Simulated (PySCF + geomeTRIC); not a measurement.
Species: CH$_{5}$GaO$_{2}$, SMILES `[CH3][Ga]([OH])[OH]` (O–Ga–O–H torsion 180°, O–Ga–O–H torsion 0°) (charge 0, multiplicity 1).

Q: Give a relaxed geometry from M06-2X/def2-TZVP (PySCF + geomeTRIC).

A: This is not unique; one that fits is the end point of this relaxation, one of several conformers (outside a Z-matrix the atoms follow the SMILES, hydrogens last).
Z-matrix (Å, degrees):
```
Ga
O 1 1.7891
H 2 0.9603 1 114.43
O 1 1.7979 2 111.31 3 0.21
H 4 0.9586 1 117.51 2 179.98
C 1 1.9639 2 121.87 3 -179.56
H 6 1.0882 1 110.02 2 -15.56
H 6 1.0891 7 109.12 1 121.99
H 6 1.0900 7 108.47 8 117.47
```
